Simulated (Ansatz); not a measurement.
Basis sets compared for `c1ccc(-c2ccc(-c3ccc(-c4ccc(-c5ccc(-c6ccc(-c7ccc(-c8ccccc8)cc7)cc6)cc5)cc4)cc3)cc2)cc1`. Total charge 0; singlet. Geometry PBE-D4/def2-SVP. Ansatz on 4 threads of AMD EPYC 7R13 on a shared host and a share (37 GiB) of an NVIDIA H100 80GB HBM3; times are rough, and most runs start from earlier orbitals.

Cartesian coordinates in Å:
```
C -16.202 3.207 1.857
C -15.315 4.227 1.478
C -13.949 3.953 1.322
C -13.437 2.654 1.543
C -11.992 2.364 1.378
C -11.332 1.429 2.207
C -9.970 1.157 2.054
C -9.199 1.806 1.061
C -7.756 1.517 0.897
C -6.938 1.207 2.008
C -5.576 0.938 1.854
C -4.962 0.961 0.580
C -3.519 0.675 0.416
C -3.026 0.022 -0.737
C -1.663 -0.248 -0.892
C -0.724 0.125 0.097
C 0.720 -0.158 -0.069
C 1.169 -1.319 -0.739
C 2.532 -1.586 -0.895
C 3.515 -0.703 -0.393
C 4.959 -0.983 -0.561
C 5.896 0.062 -0.733
C 7.258 -0.203 -0.894
C 7.755 -1.526 -0.890
C 9.199 -1.807 -1.060
C 9.648 -2.982 -1.707
C 11.011 -3.246 -1.868
C 11.994 -2.349 -1.392
C 13.440 -2.629 -1.563
C 13.937 -3.952 -1.510
C 15.303 -4.217 -1.672
C 16.207 -3.164 -1.893
C 15.730 -1.845 -1.949
C 14.363 -1.580 -1.786
C 11.546 -1.174 -0.745
C 10.183 -0.910 -0.583
C 6.819 -2.572 -0.717
C 5.456 -2.307 -0.558
C 3.066 0.459 0.276
C 1.704 0.724 0.435
C -1.217 0.780 1.249
C -2.579 1.046 1.406
C -5.781 1.269 -0.531
C -7.142 1.542 -0.376
C -9.860 2.740 0.231
C -11.222 3.014 0.387
C -14.344 1.638 1.925
C -15.710 1.911 2.079
H -17.275 3.422 1.979
H -15.688 5.249 1.309
H -13.260 4.767 1.051
H -11.897 0.916 3.001
H -9.494 0.410 2.707
H -7.377 1.195 3.017
H -4.974 0.685 2.740
H -3.729 -0.297 -1.521
H -1.314 -0.744 -1.810
H 0.433 -2.038 -1.129
H 2.844 -2.492 -1.436
H 5.542 1.103 -0.779
H 7.951 0.635 -1.064
H 8.912 -3.684 -2.126
H 11.323 -4.152 -2.410
H 13.242 -4.782 -1.310
H 15.667 -5.254 -1.617
H 17.280 -3.372 -2.020
H 16.428 -1.012 -2.130
H 13.997 -0.545 -1.860
H 12.283 -0.471 -0.328
H 9.873 -0.004 -0.040
H 7.172 -3.613 -0.670
H 4.763 -3.145 -0.389
H 3.803 1.161 0.695
H 1.392 1.647 0.947
H -0.517 1.069 2.048
H -2.924 1.572 2.309
H -5.335 1.314 -1.536
H -7.751 1.762 -1.266
H -9.289 3.278 -0.541
H -11.706 3.736 -0.288
H -13.975 0.612 2.075
H -16.398 1.101 2.368
```

Single mean-field runs in def2-SVP, def2-TZVP are fitted with def2-universal-jkfit.

Binding counts from free atoms (C triplet, H doublet) in the same basis, without a counterpoise term.

| level | functions | energy (Eh) | HOMO (eV) | LUMO (eV) | binding per atom (eV) | wall time |
| --- | --- | --- | --- | --- | --- | --- |
| PBE-D4/def2-SVP | 842 | -1846.0971 | -5.06 | -2.45 | 5.67 | 16 s |
| PBE0-D4/def2-SVP | 842 | -1846.2637 | -5.86 | -1.78 | 5.56 | 15 s |

**Question.** Estimate the rows for PBE-D4/def2-TZVP, PBE0-D4/def2-TZVP.

**Answer.** 
| level | functions | energy (Eh) | HOMO (eV) | LUMO (eV) | binding per atom (eV) | wall time |
| --- | --- | --- | --- | --- | --- | --- |
| PBE-D4/def2-TZVP | 1692 | -1848.0109 | -5.10 | -2.53 | 5.58 | 17 s |
| PBE0-D4/def2-TZVP | 1692 | -1848.1587 | -5.85 | -1.83 | 5.46 | 20 s |
